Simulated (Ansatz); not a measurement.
This geometry of ClGaH2 + H2 (6 atoms, charge 0, multiplicity 1) is a first-order saddle point.

Computed with Ansatz, RKS PBE/def2-SVP.

```xyz
6
Properties=species:S:1:pos:R:3
Ga 0.017 -0.331 -0.154
Cl 0.015 -0.031 2.408
H 1.437 0.142 -0.608
H -1.429 0.067 -0.601
H 0.059 -1.870 0.539
H 0.046 -1.258 1.588
```

Task: Which two structures does it join? (They come from a converged band through this point; their orientation in space is the band's.)

Result: Bonds broken: Ga1–Cl2, H5–H6. Bonds formed: Ga1–H5, Cl2–H6. ClGaH2 + H2 becomes ClGaH4.

Image 0:

```xyz
6
Properties=species:S:1:pos:R:3
Ga 0.002 0.192 0.156
Cl -0.015 0.866 2.231
H 1.428 0.080 -0.490
H -1.418 -0.004 -0.484
H 0.078 -2.350 0.521
H 0.070 -2.066 1.239
```

Image 6:

```xyz
6
Properties=species:S:1:pos:R:3
Ga 0.020 -0.457 -0.373
Cl 0.013 -0.035 2.375
H 1.371 0.318 -0.645
H -1.375 0.236 -0.641
H 0.068 -2.022 -0.104
H 0.049 -1.322 2.561
```

Task: How far does it lie above each of them?

Result: 96.2 kJ/mol above the first and 7.6 kJ/mol above the second. This is the barrier of this one path; another mechanism may lie lower. The orbitals stay closed-shell, which can raise the energy where a bond breaks towards radicals; this wasn't checked here.

Time of the run: 69 s on 1 thread of Arm Neoverse V2, on a shared host, peak memory 0.11 GiB.
